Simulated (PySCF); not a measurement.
**`C1[Si@@H](N)N[Si@H]1C=O`, C$_{2}$H$_{8}$N$_{2}$OSi$_{2}$**

Geometry:
```tsv
atom	x (Å)	y (Å)	z (Å)
N1	-2.280	-0.079	0.778
Si2	-1.360	-0.475	-0.618
C3	0.269	-1.380	-0.179
Si4	1.247	0.072	-0.942
C5	2.217	1.116	0.340
O6	1.721	1.981	1.019
N7	-0.303	0.727	-1.345
H8	-3.185	0.349	0.671
H9	-1.799	0.324	1.566
H10	-2.280	-1.045	-1.594
H11	0.413	-2.323	-0.695
H12	0.427	-1.565	0.878
H13	2.136	-0.185	-2.078
H14	3.300	0.891	0.467
H15	-0.527	1.600	-1.793
```

Theory: PySCF 2.14.0, TDDFT B3LYP/def2-SVPD circular dichroism and optical rotation, one conformer, gas phase. Geometry: GFN2-xTB.

The molecule is flexible and this is one conformer; a measurement averages over conformers. States above about 6.5 eV lie in this functional's continuum (it starts at minus the energy of the highest occupied orbital, well below the true ionisation energy for most functionals) and depend on the basis.

Task: What are the CIP labels of the stereocentres?

Result: Si2 S, Si4 S.

Task: Which excitations and rotatory strengths does the calculation give?

Result: Rotatory strengths R in 10⁻⁴⁰ esu² cm², velocity form and length form (origin at the centre of mass); f in length form.
| state | E (eV) | λ (nm) | f | R (velocity) | R (length) | main |
| --- | --- | --- | --- | --- | --- | --- |
| 1 | 3.01 | 412 | 0.001 | +7.0 | +8.1 | HOMO→LUMO 0.92 |
| 2 | 4.39 | 282 | 0.003 | -13.1 | -13.2 | HOMO−1→LUMO 0.87 |
| 3 | 5.14 | 241 | 0.032 | +2.7 | +2.6 | HOMO−2→LUMO 0.92 |
| 4 | 5.57 | 223 | 0.058 | +19.1 | +18.0 | HOMO−3→LUMO 0.72, HOMO→LUMO+1 0.20 |
| 5 | 5.62 | 221 | 0.008 | +8.7 | +9.3 | HOMO→LUMO+1 0.71, HOMO−3→LUMO 0.23 |
| 6 | 6.18 | 200 | 0.008 | +3.2 | +2.9 | HOMO→LUMO+2 0.81 |
| 7 | 6.29 | 197 | 0.074 | -42.7 | -41.3 | HOMO→LUMO+3 0.65, HOMO−1→LUMO+1 0.24 |
| 8 | 6.39 | 194 | 0.017 | -2.8 | -0.9 | HOMO−1→LUMO+1 0.62, HOMO→LUMO+3 0.19 |
| 9 | 6.44 | 193 | 0.010 | +2.4 | +3.2 | HOMO−4→LUMO 0.95 |
| 10 | 6.62 | 187 | 0.044 | +3.1 | +3.4 | HOMO→LUMO+4 0.84 |
| 11 | 6.74 | 184 | 0.038 | +16.3 | +15.0 | HOMO−1→LUMO+2 0.58, HOMO−2→LUMO+1 0.30 |
| 12 | 6.93 | 179 | 0.011 | +17.8 | +17.1 | HOMO→LUMO+5 0.82 |
| 13 | 6.98 | 178 | 0.0008 | -1.8 | -2.1 | HOMO−5→LUMO 0.58, HOMO−2→LUMO+1 0.18 |
| 14 | 7.03 | 176 | 0.037 | +20.9 | +19.3 | HOMO−2→LUMO+1 0.36, HOMO−5→LUMO 0.31 |
| 15 | 7.10 | 175 | 0.015 | +0.4 | -0.1 | HOMO−1→LUMO+3 0.76 |
| 16 | 7.17 | 173 | 0.012 | -1.5 | -1.6 | HOMO→LUMO+6 0.81 |

For state 15 the two forms differ in sign, so the sign of R isn't settled.

Among the states computed, the strongest CD band (largest |R|) is state 7. The largest dissymmetry factor in size, g = 4R/(D+G), with D and G the electric and magnetic dipole strengths, is -0.026 for state 2 (velocity form, f = 0.003), among bands with |R| over 0.5. The mirror image has the same energies and oscillator strengths and all R with the opposite sign.
